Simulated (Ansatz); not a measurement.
The cluster Mg₄⁺. The state is a doublet with charge 1. Geometry PBE0/def2-TZVP.

```xyz
4

Mg   -0.913    1.500   -0.924
Mg    1.836    0.750    0.085
Mg    0.449   -1.856   -0.540
Mg   -1.372   -0.394    1.379
```

HSE06 is defined as in plane-wave codes, on full-range PBE exchange. At HF/def2-TZVP the charge 1 doublet is spin-contaminated (final ⟨S²⟩ up to 1.01, 0.75 for a pure state). The structure comes from a short search, and lower isomers may exist.

Problem. Estimate the α-spin orbital energies around the gap (eV) in Ansatz with HF/def2-TZVP, PBE/def2-TZVP, BLYP/def2-TZVP, PBE0/def2-TZVP, HSE06/def2-TZVP.

Solution. 
| orbital | HF/def2-TZVP | PBE/def2-TZVP | BLYP/def2-TZVP | PBE0/def2-TZVP | HSE06/def2-TZVP |
| --- | --- | --- | --- | --- | --- |
| HOMO−9 | -66.63 | -51.30 | -51.28 | -55.39 | -54.97 |
| HOMO−8 | -66.63 | -51.29 | -51.27 | -55.38 | -54.96 |
| HOMO−7 | -66.62 | -51.29 | -51.27 | -55.37 | -54.96 |
| HOMO−6 | -66.62 | -51.28 | -51.26 | -55.36 | -54.95 |
| HOMO−5 | -66.62 | -51.28 | -51.26 | -55.36 | -54.95 |
| HOMO−4 | -66.61 | -51.28 | -51.26 | -55.36 | -54.95 |
| HOMO−3 | -14.64 | -11.40 | -11.17 | -12.47 | -12.04 |
| HOMO−2 | -10.81 | -8.94 | -8.79 | -9.55 | -9.19 |
| HOMO−1 | -10.79 | -8.93 | -8.78 | -9.54 | -9.18 |
| HOMO | -10.08 | -8.14 | -7.92 | -8.70 | -8.35 |
| LUMO | -3.66 | -6.43 | -6.22 | -5.86 | -6.19 |
| LUMO+1 | -3.31 | -6.17 | -5.94 | -5.59 | -5.93 |
| LUMO+2 | -3.10 | -6.07 | -5.85 | -5.49 | -5.83 |
| LUMO+3 | -3.04 | -5.80 | -5.58 | -5.23 | -5.57 |
| LUMO+4 | -3.03 | -5.80 | -5.58 | -5.23 | -5.57 |
| LUMO+5 | -2.20 | -4.96 | -4.71 | -4.37 | -4.71 |
| β HOMO | -10.57 | -8.78 | -8.66 | -9.36 | -9.00 |
| β LUMO | -4.07 | -7.48 | -7.44 | -6.85 | -7.21 |
